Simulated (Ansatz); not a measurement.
`[OH][AlH][NH][SiH3]` + `C[NH][GeH3]` → `[SiH3][NH][GeH3]` + `C[NH][AlH][OH]`  (redistribution)

Computed with Ansatz on PBE0-D4/def2-TZVP structures; ΔE is electronic, products minus reactants. CCSD(T)/CBS is the MP2 limit (def2-TZVPP, def2-QZVPP) plus CCSD(T) − MP2 in def2-TZVPP, frozen cores. Functionals use def2-TZVPP. For Ge outer-core shells are correlated without core-valence functions, which leaves a few kJ/mol of doubt a bond. Scalar relativity is left out up to krypton. One conformer a species, not always the lowest.

**Question.** Is it downhill or uphill in electronic energy at CCSD(T)/CBS, and by how much? (An estimate is asked.)

**Answer.** Ansatz gave: Nearly level: ΔE = +0.03 eV.

**Question.** What do these levels give: r2SCAN-D4, BHLYP-D4, ωB97X-V, ωB97M-V, revPBE, CAM-B3LYP, LC-ωPBE, RPA@PBE/def2-TZVPP, HF/def2-SVP, CCSD(T)/def2-SVP, HF/def2-QZVPP, MP2/def2-QZVPP? (Estimate.)

**Answer.** Computed: r2SCAN-D4 0.04, BHLYP-D4 0.01, ωB97X-V 0.02, ωB97M-V 0.02, revPBE 0.03, CAM-B3LYP 0.01, LC-ωPBE 0.01, RPA@PBE/def2-TZVPP 0.03, HF/def2-SVP 0.01, CCSD(T)/def2-SVP 0.03, HF/def2-QZVPP 0.01, MP2/def2-QZVPP 0.03 eV.

Largest T1 diagnostic among the species: 0.012.

Leaving LDA and LC-ωPBE aside and taking each functional with its dispersion term where it has one, the values, not all of them listed here, spread over 0.03 eV, from CAM-B3LYP-D4 to r2SCAN-D4.
